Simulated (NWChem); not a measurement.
Molecule: PbHF, singlet; SMILES [F][PbH]

```xyz
3

Pb     0.0425     0.1949     0.0000
H     -1.8065     0.3642     0.0000
F     -0.0309    -1.8542     0.0000
```
Atoms are numbered in this order, from 1.

Level: PBE0-D3(BJ)/def2-TZVP with def2 effective core potentials on Pb (NWChem), optimised geometry, unscaled harmonic frequencies. Low-valent species are run as closed-shell singlets; no triplet was tried in these runs. def2 effective core potentials on Pb; no spin-orbit coupling.

```
frequency (cm⁻¹)  IR intensity (km/mol)
----------------  ---------------------
525                                96.4
550                                36.0
1597                              576.4
```

```json
{
  "zero_point_energy": "3.8 kcal/mol",
  "thermal correction to the enthalpy at 298.15 K (with zero-point energy)": "6.4 kcal/mol",
  "heat capacity Cv": "8.3 cal/(mol K)",
  "entropy at 298.15 K and 1 atm (symmetry number 1)": "64.7 cal/(mol K)"
}
```

Rigid rotor and harmonic oscillator.
